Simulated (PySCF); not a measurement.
From computed data to an observable: oscillator strength and radiative lifetime

TeCl2, SMILES [Te](Cl)Cl.

Geometry: PBE-D3(BJ)/def2-TZVP. The isomer is the one that the SMILES or the coordinates give; other isomers of the formula were not compared. The def2 effective core potentials stand for the cores of Te; spin–orbit coupling is left out.

TDDFT-PBE/def2-SVPD (PySCF) puts the first singlet state with f over 0.02 at 5.34 eV (vertical), with the transition dipole (0.000, 0.750, 0.000) in atomic units.

**Question.** Find the oscillator strength, the wavelength and the radiative lifetime that this transition would have in vacuum if emission retraced absorption.

**Answer.** 
|μ|² = 0.5625 au, so |μ| = 1.91 D. ΔE = 5.34/27.211 = 0.1962 hartree. f = (2/3) ΔE |μ|² = 0.074 (the program prints 0.074).
λ = 1239.84/5.34 = 232 nm; ν = 43070 cm⁻¹.
Einstein's coefficient A = 0.6670 ν² f s⁻¹ (ν in cm⁻¹) = 9.1e7 s⁻¹, so τ = 1/A = 11 ns. This state is S9; the lower singlets have f = 0.001, 0.000, 0.000, 0.002, 0.003, 0.011, 0.010, 0.000. The figure is the radiative limit of this one transition; relaxation, internal conversion, crossing to triplets and a medium change what is measured.
